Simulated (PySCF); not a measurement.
# Potential energy of GaB⁺ along the bond

Set-up: PySCF, spin-free X2C with a Gaussian nucleus, basis sets Ga x2c-SVPall, B x2c-SVPall. Energies in eV from Ga⁺ + B in their ground configurations at the same level. State: ²Σ⁺ (doublet), unpaired electrons σ ↑.

All columns are M06. A positive dipole points towards B; it is taken about the centre of mass and depends on that origin.

```
R (Å)  E (eV)  μ (D)  Mulliken charge on Ga (basis-dependent)  HOMO (eV)  LUMO (eV)  Mayer bond order  ⟨S²⟩
2.369  -0.687   2.46                                     0.68     -11.78      -9.09              0.52  0.75
2.479  -0.806   2.39                                     0.70     -11.68      -8.84              0.50  0.75
2.590  -0.874   2.30                                     0.72     -11.56      -8.62              0.47  0.75
2.672  -0.901   2.23                                     0.73     -11.46      -8.48              0.46  0.75
2.755  -0.912   2.15                                     0.73     -11.35      -8.35              0.45  0.75
2.838  -0.913   2.07                                     0.74     -11.24      -8.24              0.43  0.75
2.948  -0.899   1.97                                     0.75     -11.09      -8.17              0.42  0.75
3.086  -0.868   1.86                                     0.76     -10.91      -8.09              0.41  0.75
3.251  -0.816   1.73                                     0.77     -10.69      -8.02              0.39  0.75
3.471  -0.737   1.59                                     0.78     -10.41      -7.93              0.37  0.75
```

A fit through these points gives, at Re = 2.796 Å, μ = 2.11 D and dμ/dR = -0.966 D/Å; the reduced mass is 9.493 u.

Task: How strong is the fundamental in the double-harmonic approximation, I = 42.26·(dμ/dR)²/μred km/mol?

Result: I = 42.26·(-0.966)²/9.493 = 4.15 km/mol at M06.

Spin–orbit coupling is left out. For an ion De counts to the pair picked by the measured ionisation energies or electron affinities, which need not be the lowest pair at this level. The state was picked by a PBE0 search and need not be the measured ground state.
